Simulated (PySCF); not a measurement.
## Excitation energy of Al²⁺ by level of theory

Al²⁺ [Ne] 3s1 (2S) → Al²⁺ [Ne] 3d1 (2D), as a difference of total energies. Calculation: PySCF 2.14, in aug-cc-pVTZ-DK (6s5p3d2f, 50 functions); the spin-free X2C one-electron Hamiltonian (Gaussian nucleus). The calculations carry no spin-orbit coupling.

```json
{"method": "UHF", "excitation energy (cm⁻¹)": "116160"}
{"method": "LDA", "excitation energy (cm⁻¹)": "116140"}
{"method": "PBE", "excitation energy (cm⁻¹)": "113280"}
{"method": "PBE0", "excitation energy (cm⁻¹)": "114200"}
{"method": "r2SCAN", "excitation energy (cm⁻¹)": "113410"}
{"method": "M06-2X", "excitation energy (cm⁻¹)": "115170"}
{"method": "B3LYP", "excitation energy (cm⁻¹)": "114860"}
```

Question: Estimate what revPBE gives.

Answer: 111680 cm⁻¹, closest to PBE among the rows shown.

Question: Estimate what CAM-B3LYP gives.

Answer: 117280 cm⁻¹, closest to UHF among the rows shown.

The promoted electron is Rydberg-like, and one or two diffuse shells describe it only roughly, which tends to raise the upper state.
